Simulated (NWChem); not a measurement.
The numbers come from NWChem runs, not from measurements. System: CH5AlO2, charge 0, spin multiplicity 1, at a geometry optimised with PBE0/def2-SVP. The structure started from a generated list of species. Level: PBE0/def2-TZVP.

Part of the output:

```
             Northwest Computational Chemistry Package (NWChem) 7.3.0
             --------------------------------------------------------

                                NWChem Input Module
                                -------------------

 Scaling coordinates for geometry "geometry" by  1.889725989
 (inverse scale =  0.529177249)

                             Geometry "geometry" -> ""
                             -------------------------

 Output coordinates in angstroms (scale by  1.889725989 to convert to a.u.)

  No.       Tag          Charge          X              Y              Z
 ---- ---------------- ---------- -------------- -------------- --------------
    1 Al                  13.0000     0.03512300     0.03379600     0.00299100
    2 C                    6.0000    -1.43116800    -1.22153100    -0.13511000
    3 H                    1.0000    -1.10531800    -2.14697300    -0.63761000
    4 H                    1.0000    -2.27547600    -0.80449600    -0.70425100
    5 H                    1.0000    -1.79741400    -1.51350200     0.86229100
    6 O                    8.0000    -0.07494000     1.52671700    -0.81242000
    7 H                    1.0000     0.56534900     2.23731900    -0.84040800
    8 O                    8.0000     1.39370500    -0.39959900     0.93661600
    9 H                    1.0000     2.19314700     0.10055500     1.09819100

 Effective nuclear repulsion energy (a.u.)     157.6721886923

            Nuclear Dipole moment (a.u.)
            ----------------------------
        X                 Y               Z
 ---------------- ---------------- ----------------
    -0.0000018897     0.0000170075     0.0000075589


 Summary of "ao basis" -> "" (spherical)
 ------------------------------------------------------------------------------
       Tag                 Description            Shells   Functions and Types
 ---------------- ------------------------------  ------  ---------------------
 *                         def2-tzvp                  on all atoms

                                 NWChem DFT Module
                                 -----------------

 Summary of "ao basis" -> "ao basis" (spherical)
 ------------------------------------------------------------------------------
       Tag                 Description            Shells   Functions and Types
 ---------------- ------------------------------  ------  ---------------------
 Al                        def2-tzvp                13       37   5s5p2d1f
 C                         def2-tzvp                11       31   5s3p2d1f
 H                         def2-tzvp                 4        6   3s1p
 O                         def2-tzvp                11       31   5s3p2d1f

 Summary of "ao basis" -> "ao basis" (spherical)
 ------------------------------------------------------------------------------
       Tag                 Description            Shells   Functions and Types
 ---------------- ------------------------------  ------  ---------------------
 Al                        def2-tzvp                13       37   5s5p2d1f
 C                         def2-tzvp                11       31   5s3p2d1f
 H                         def2-tzvp                 4        6   3s1p
 O                         def2-tzvp                11       31   5s3p2d1f

            General Information
            -------------------
          SCF calculation type: DFT
          Wavefunction type:  closed shell.
          No. of atoms     :     9
          No. of electrons :    40
           Alpha electrons :    20
            Beta electrons :    20
          Charge           :     0
          Spin multiplicity:     1
          Use of symmetry is: off; symmetry adaption is: off
          Maximum number of iterations: 100
          AO basis - number of functions:   160
                     number of shells:    66
          Convergence on energy requested:  1.00D-06
          Convergence on density requested:  1.00D-05
          Convergence on gradient requested:  5.00D-04

              XC Information
              --------------
                         PBE0 Method XC Functional
                     Hartree-Fock (Exact) Exchange  0.250
          PerdewBurkeErnzerhof Exchange Functional  0.750
[...]
          dE  on:    start            ASAP                start
          dE off:    2 iters        100 iters           100 iters

      Screening Tolerance Information
      -------------------------------
          Density screening/tol_rho:  1.00D-10
          AO Gaussian exp screening on grid/accAOfunc:  14
          CD Gaussian exp screening on grid/accCDfunc:  20
          XC Gaussian exp screening on grid/accXCfunc:  20
          Schwarz screening/accCoul:  1.00D-08

      Superposition of Atomic Density Guess
      -------------------------------------

 Sum of atomic energies:        -431.61381258

      Non-variational initial energy
      ------------------------------

 Total energy =    -432.839198
 1-e energy   =    -908.365136
 2-e energy   =     317.853749
 HOMO         =      -0.412464
 LUMO         =      -0.232193

------------------------------------------------------------
EAF file 0: "./mol.aoints.0" size=524288 bytes
------------------------------------------------------------
               write      read    awrite     aread      wait
               -----      ----    ------     -----      ----
     calls:        1         0         0         0         0
   data(b): 5.24e+05  0.00e+00  0.00e+00  0.00e+00
   time(s): 0.00e+00  0.00e+00  0.00e+00  0.00e+00  0.00e+00
rate(mb/s): 0.00e+00  0.00e+00
------------------------------------------------------------

   convergence    iter        energy       DeltaE   RMS-Dens  Diis-err    time
 ---------------- ----- ----------------- --------- --------- ---------  ------
 d= 0,ls=0.0,diis     1   -433.7318203038 -5.91D+02  4.15D-02  1.50D+00    13.8
 d= 0,ls=0.0,diis     2   -433.6504761828  8.13D-02  3.91D-03  2.57D+00    16.7
 d= 0,ls=0.0,diis     3   -433.8782299672 -2.28D-01  8.27D-04  5.91D-02    19.8
 d= 0,ls=0.0,diis     4   -433.8830875269 -4.86D-03  1.52D-04  1.18D-03    22.7
 d= 0,ls=0.0,diis     5   -433.8831943123 -1.07D-04  4.33D-05  1.39D-04    25.6
  Resetting Diis
 d= 0,ls=0.0,diis     6   -433.8832115380 -1.72D-05  1.04D-05  1.05D-05    28.7
 d= 0,ls=0.0,diis     7   -433.8832126887 -1.15D-06  4.23D-06  4.30D-07    31.8
 d= 0,ls=0.0,diis     8   -433.8832126544  3.43D-08  2.08D-06  8.78D-07    34.8

         Total DFT energy =     -433.883212654367
      One electron energy =     -913.779728676443
           Coulomb energy =      365.170051131951
    Exchange-Corr. energy =      -42.945723802165
 Nuclear repulsion energy =      157.672188692290

 Numeric. integr. density =       39.999996865363

     Total iterative time =     33.2s

                       DFT Final Molecular Orbital Analysis
                       ------------------------------------

 Vector   18  Occ=2.000000D+00  E=-3.266402D-01
              MO Center=  6.4D-01,  5.4D-01,  6.8D-02, r^2= 3.1D+00
   Bfn.  Coefficient  Atom+Function         Bfn.  Coefficient  Atom+Function
  ----- ------------  ---------------      ----- ------------  ---------------
   130      0.270353  8 O  py                92     -0.238877  6 O  px
   133      0.223036  8 O  py                95     -0.196009  6 O  px
    94     -0.182869  6 O  pz               131     -0.177286  8 O  pz
    97     -0.152672  6 O  pz               136      0.151772  8 O  py
   134     -0.148864  8 O  pz                98     -0.128759  6 O  px

 Vector   19  Occ=2.000000D+00  E=-3.237418D-01
              MO Center=  6.7D-01,  5.4D-01,  7.8D-02, r^2= 2.9D+00
   Bfn.  Coefficient  Atom+Function         Bfn.  Coefficient  Atom+Function
  ----- ------------  ---------------      ----- ------------  ---------------
    94      0.261697  6 O  pz               131     -0.260807  8 O  pz
    97      0.221695  6 O  pz               134     -0.220963  8 O  pz
   100      0.176323  6 O  pz               137     -0.175953  8 O  pz
   129      0.139001  8 O  px               130     -0.139328  8 O  py
    92     -0.131002  6 O  px                93      0.129570  6 O  py

 Vector   20  Occ=2.000000D+00  E=-3.164890D-01
              MO Center= -1.1D+00, -9.0D-01, -1.0D-01, r^2= 1.8D+00
   Bfn.  Coefficient  Atom+Function         Bfn.  Coefficient  Atom+Function
  ----- ------------  ---------------      ----- ------------  ---------------
     4      0.242466  1 Al s                 43      0.242099  2 C  px
    44      0.214109  2 C  py                46      0.206209  2 C  px
    15     -0.183196  1 Al px                47      0.180425  2 C  py
    16     -0.154039  1 Al py                 3     -0.138073  1 Al s
    49      0.128892  2 C  px                50      0.117313  2 C  py

 Vector   21  Occ=0.000000D+00  E=-3.420718D-03
              MO Center=  3.8D-01,  3.1D-01,  4.5D-02, r^2= 6.3D+00
   Bfn.  Coefficient  Atom+Function         Bfn.  Coefficient  Atom+Function
  ----- ------------  ---------------      ----- ------------  ---------------
    42     -1.332131  2 C  s                  5      1.277603  1 Al s
    91     -0.602816  6 O  s                128     -0.547489  8 O  s
    71      0.491687  3 H  s                 83      0.459588  5 H  s
   157      0.358528  9 H  s                120      0.350605  7 H  s
    77      0.285130  4 H  s                 49     -0.168913  2 C  px

 Vector   22  Occ=0.000000D+00  E= 2.188941D-02
              MO Center= -6.2D-02, -1.2D-02, -2.2D-02, r^2= 4.7D+00
   Bfn.  Coefficient  Atom+Function         Bfn.  Coefficient  Atom+Function
  ----- ------------  ---------------      ----- ------------  ---------------
    20      0.715851  1 Al pz                18     -0.385147  1 Al px
    19      0.356051  1 Al py                17      0.297118  1 Al pz
    83     -0.207115  5 H  s                 71      0.199441  3 H  s
   100     -0.159773  6 O  pz                15     -0.156889  1 Al px
   137     -0.154668  8 O  pz                16      0.149833  1 Al py

 Vector   23  Occ=0.000000D+00  E= 5.315338D-02
              MO Center=  2.6D-02, -1.0D-01,  3.6D-02, r^2= 1.0D+01
   Bfn.  Coefficient  Atom+Function         Bfn.  Coefficient  Atom+Function
  ----- ------------  ---------------      ----- ------------  ---------------
    42      3.623064  2 C  s                  5     -1.639576  1 Al s
    18      1.223682  1 Al px                19      1.048822  1 Al py
    71     -0.810116  3 H  s                 83     -0.763350  5 H  s
    49      0.474329  2 C  px                77     -0.474170  4 H  s
   128     -0.447058  8 O  s                157      0.449063  9 H  s

 center of mass
 --------------
 x =   0.06037682 y =   0.05315129 z =   0.00552826

 moments of inertia (a.u.)
 ------------------
         352.704132796086         -66.706259301741         -95.993577214487
         -66.706259301741         353.399053934763          89.265339154882
         -95.993577214487          89.265339154882         503.313512103654

     Multipole analysis of the density
     ---------------------------------

     L   x y z        total         alpha         beta         nuclear
     -   - - -        -----         -----         ----         -------
     0   0 0 0     -0.000000    -20.000000    -20.000000     40.000000

     1   1 0 0      0.506326      0.253164      0.253164     -0.000002
     1   0 1 0      0.421412      0.210698      0.210698      0.000017
     1   0 0 1      0.046672      0.023332      0.023332      0.000008

     2   2 0 0    -20.576941    -86.440443    -86.440443    152.303945
     2   1 1 0      3.304609    -22.530108    -22.530108     48.364825
     2   1 0 1     -1.293387    -27.040955    -27.040955     52.788523
     2   0 2 0    -22.047897    -85.043420    -85.043420    148.038943
     2   0 1 1      2.080873     24.367882     24.367882    -46.654892
     2   0 0 2    -23.078537    -40.047471    -40.047471     57.016405

 Task  times  cpu:       34.9s     wall:       34.9s

 Total times  cpu:       35.0s     wall:       35.0s
```

Q: Write an NWChem input that would produce this output.

A: This is not unique; one that fits is 
```
start mol
memory heap 200 mb stack 900 mb global 1100 mb
geometry units angstroms nocenter noautoz noautosym
  Al     0.035123     0.033796     0.002991
  C     -1.431168    -1.221531    -0.135110
  H     -1.105318    -2.146973    -0.637610
  H     -2.275476    -0.804496    -0.704251
  H     -1.797414    -1.513502     0.862291
  O     -0.074940     1.526717    -0.812420
  H      0.565349     2.237319    -0.840408
  O      1.393705    -0.399599     0.936616
  H      2.193147     0.100555     1.098191
end
basis spherical
  * library def2-tzvp
end
dft
  xc pbe0
  semidirect memsize 60000000 filesize 0
  iterations 100
end
task dft energy
```
